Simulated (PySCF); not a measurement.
Geometry (Å), atoms numbered from 1 in this order:
```xyz
19

C    -2.860   -0.181   -0.440
C    -1.634    0.698   -0.638
C    -1.699    1.895    0.223
N    -1.759    2.833    0.897
O    -0.459    0.001   -0.343
Si    0.653   -0.624   -1.437
C     2.261   -0.732   -0.511
Si    2.529    0.749    0.637
H    -3.786    0.385   -0.616
H    -2.871   -0.574    0.587
H    -2.821   -1.027   -1.141
H    -1.619    1.075   -1.681
H     0.738    0.323   -2.595
H     0.183   -1.951   -1.943
H     2.303   -1.661    0.082
H     3.088   -0.776   -1.241
H     2.216    2.016   -0.093
H     1.661    0.644    1.843
H     3.959    0.796    1.072
```

Geometry: PBE0-D3(BJ)/def2-SVP; GIAO shifts from PySCF, gas phase, non-relativistic, averaged over equivalent atoms.

At B97-2/pcSseg-1 (205 basis functions, 35 s wall time on 1 thread of an Arm Neoverse V1, shared host):
```csv
atoms,δ (ppm)
C3,121.8
C2,62.0
C1,24.2
C7,-10.5
N4,297.3
O5,45.2
Si6,-4.2
Si8,-66.4
H14,5.02
H13,4.68
H12,4.19
H17/H18/H19,4.00
H9/H10/H11,1.50
H15,0.38
H16,-0.32
```

Chemical shifts δ = σref − σ; ¹³C (σref 183.69) and ²⁹Si (σref 357.41) and ¹H (σref 31.38) vs TMS; ¹⁵N (σref 262.91) vs NH3; ¹⁷O (σref 331.62) against H2O, all at this level.

What do these become at PBE0/pcSseg-1?

Results:


| atoms | δ at PBE0/pcSseg-1 | change |
| --- | --- | --- |
| C3 | 124.7 | +2.9 |
| C2 | 62.4 | +0.4 |
| C1 | 24.2 | +0.0 |
| C7 | -10.7 | -0.2 |
| N4 | 307.3 | +10.0 |
| O5 | 47.8 | +2.6 |
| Si6 | -1.9 | +2.3 |
| Si8 | -68.9 | -2.5 |
| H14 | 5.13 | +0.11 |
| H13 | 4.79 | +0.11 |
| H12 | 4.18 | -0.01 |
| H17/H18/H19 | 4.09 | +0.09 |
| H9/H10/H11 | 1.50 | +0.00 |
| H15 | 0.42 | +0.04 |
| H16 | -0.31 | +0.01 |

δ = σ(ref) − σ, references computed at the same level: TMS for ¹³C (σref 184.41), ²⁹Si (σref 351.99), ¹H (σref 31.27); NH3 for ¹⁵N (σref 265.67); ¹⁷O (σref 334.56) vs H2O.

The largest change is at N4 (nitrile nitrogen). Cost: 205 basis functions, 37 s wall time on 1 thread of an Arm Neoverse V1, shared host. The order of the carbon signals is the same at both levels.

Experimental scales use liquid or dissolved standards, which lie at an offset from isolated NH3 (liquid NH3: subtract about 20 ppm) and H2O (liquid H2O: subtract about 36 ppm). Unscaled 15N shifts of sp2 nitrogen come out 20 to 40 ppm too high even then.
